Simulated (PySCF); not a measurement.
Job file and geometry (Å, from PBE0-D3(BJ)/def2-SVP) of an NMR shielding run on trans-[OsO2(OH)4]2-, [H4O6Os]2-, GIAO B3LYP/pcSseg-1 Os:def2-TZVP NMR shielding, core potentials past Kr, else non-relativistic, gas phase in PySCF; density fitting, a coarse starting grid and PySCF grid level 2 are the driver's defaults:

```
{"job": {"kind": "nmr", "xc": "B3LYP", "basis": {"default": "pcSseg-1", "Os": "def2-TZVP"}, "pop": false}, "charge": -2, "multiplicity": 1}
Os     0.000114     0.000017     0.000354
O      0.018850     0.008915     1.751479
O     -0.019568    -0.010027    -1.750819
O      2.030346    -0.141940    -0.020087
H      2.268683     0.793002    -0.030458
O     -2.030401     0.142573     0.020999
H     -2.269002    -0.792320     0.029038
O      0.141641     2.030425    -0.013778
H     -0.793413     2.268411    -0.003637
O     -0.141150    -2.030608     0.013847
H      0.793920    -2.268469     0.003073
```

**Question.** What does the program print?

**Answer.** 
```
coarse grid: 49928 points
cycle   1  E = -543.6267100790  dE = -1.741e+01  |g| = 2.165e+00  |ddm| = 8.350e+00
cycle   2  E = -540.1435624548  dE =  3.483e+00  |g| = 4.704e+00  |ddm| = 4.528e+00
cycle   3  E = -544.0480757994  dE = -3.905e+00  |g| = 1.393e+00  |ddm| = 3.638e+00
cycle   4  E = -544.4447776768  dE = -3.967e-01  |g| = 2.630e-01  |ddm| = 1.249e+00
cycle   5  E = -544.4468147422  dE = -2.037e-03  |g| = 2.316e-01  |ddm| = 3.088e-01
cycle   6  E = -544.4575027494  dE = -1.069e-02  |g| = 1.721e-02  |ddm| = 1.824e-01
cycle   7  E = -544.4575550493  dE = -5.230e-05  |g| = 3.409e-03  |ddm| = 9.159e-03
cycle   8  E = -544.4575563782  dE = -1.329e-06  |g| = 2.078e-03  |ddm| = 2.256e-03
final grid: 104512 points
cycle   9  E = -544.4575102862  dE =  1.763e-05  |g| = 9.739e-03  |ddm| = 6.403e-03
cycle  10  E = -544.4571180723  dE =  3.922e-04  |g| = 4.578e-02  |ddm| = 2.915e-02
cycle  11  E = -544.4575288791  dE = -4.108e-04  |g| = 1.222e-04  |ddm| = 2.404e-02
cycle  12  E = -544.4575288813  dE = -2.169e-09  |g| = 5.220e-05  |ddm| = 1.067e-04
cycle  13  E = -544.4575288817  dE = -4.500e-10  |g| = 1.589e-05  |ddm| = 3.738e-05
converged SCF energy = -544.4575288817

GIAO shielding tensors (ppm)
atom      isotropic    diamagn.    paramagn.     s11        s22        s33       span
  0 Os         nan         nan         nan        nan        nan        nan        nan
  1 O     -306.388     409.248    -715.635   -531.492   -531.281    143.610    675.101
  2 O     -306.302     409.246    -715.547   -531.302   -531.040    143.437    674.738
  3 O      264.424     393.170    -128.745    168.382    234.353    390.538    222.156
  4 H       29.791      34.114      -4.322     24.414     26.126     38.833     14.419
  5 O      264.646     393.172    -128.526    168.830    234.536    390.573    221.743
  6 H       29.797      34.115      -4.318     24.409     26.139     38.841     14.432
  7 O      264.389     393.174    -128.785    168.389    234.228    390.551    222.162
  8 H       29.788      34.113      -4.325     24.413     26.119     38.832     14.419
  9 O      264.585     393.169    -128.584    168.736    234.550    390.468    221.732
 10 H       29.797      34.114      -4.317     24.417     26.130     38.844     14.427
```

**Question.** Turn these shieldings into chemical shifts. Scale: $^{17}$O (334.04 ppm) vs H2O; $^{1}$H (31.38 ppm) vs TMS (reference shieldings calculated alike).

**Answer.** Averaging equivalent atoms: O 1/2: 640.4; O 3/5/7/9: 69.5; H 4/6/8/10: 1.59 ppm. No reference was computed at this level for Os. Unscaled 17O shifts of doubly bonded oxygen tend to come out too high, by tens of ppm or more. Experimental scales use liquid or dissolved standards, which lie at an offset from isolated H2O (liquid H2O: subtract about 36 ppm).

Os is described by an effective core potential, so it has no shielding of its own here; spin–orbit effects on the atoms bonded to it, which can be large, are absent, and the values of these neighbours are rough.

Size and cost of the density-fitted run: 162 basis functions, 15 s wall time on 1 thread of an Arm Neoverse V2, shared host.
